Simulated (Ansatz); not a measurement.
`F[SiH2][InH2]` + PH₃ → `F[SiH2]P` + `[InH3]` at 500 K and 1 bar (cleavage of the Si–In bond).

Computed with Ansatz on PBE0-D4/def2-TZVP structures; ΔE is electronic, products minus reactants. CCSD(T)/CBS is the MP2 limit (def2-TZVPP, def2-QZVPP) plus CCSD(T) − MP2 in def2-TZVPP, frozen cores. This one scheme is used for every species. def2 core potentials past Kr. For In outer-core shells are correlated without core-valence functions, which leaves a few kJ/mol of doubt a bond. One conformer a species, not always the lowest.

| species | CCSD(T)/CBS energy (Eh) | H − E (kJ/mol) | S (J/(mol·K)) |
| --- | --- | --- | --- |
| `F[SiH2][InH2]` | -581.11562 | 120.8 | 387.6 |
| PH₃ | -342.72256 | 81.5 | 231.4 |
| `F[SiH2]P` | -732.27050 | 132.8 | 348.5 |
| `[InH3]` | -191.56739 | 65.2 | 255.5 |

H − E and S are ideal-gas, rigid-rotor, harmonic terms from PBE0-D4/def2-TZVP, for one conformer and one mirror image of each species. 1 Eh = 2625.50 kJ/mol, R = 8.31446 J/(mol·K).

Problem. By hand: ΔE, ΔH, ΔS and ΔG.

Solution. ΔE = (-732.27050) + (-191.56739) − (-581.11562) − (-342.72256) = 0.00029 Eh = 0.8 kJ/mol. Δ(H − E) = 132.8 + 65.2 − 120.8 − 81.5 = -4.3, so ΔH = -3.5 kJ/mol. ΔS = 348.5 + 255.5 − 387.6 − 231.4 = -15.0 J/(mol·K). ΔG = -3.5 − 500 × (-15.0)/1000 = 4.0 kJ/mol.

Problem. By hand: the equilibrium constant, and the temperature at which ΔG would vanish if ΔH and ΔS stayed fixed.

Solution. log₁₀ K = −ΔG/(RT ln 10) = -0.4. ΔG = 0 at ΔH/ΔS = 233 K, though so small a ΔH makes that figure unsure.

TΔS isn't small against ΔH here. The sign of ΔG lies within the doubt. A doubt of 5 kJ/mol in ΔE shifts log₁₀ K by 0.5 here. Other conformers and mirror images would add mixing entropy, several J/(mol·K) or more a flexible species. These are equilibria of isolated gas molecules and say nothing of rates. Largest T1 diagnostic: 0.014 (customary marks: 0.02 for closed shells, 0.045 for open ones).
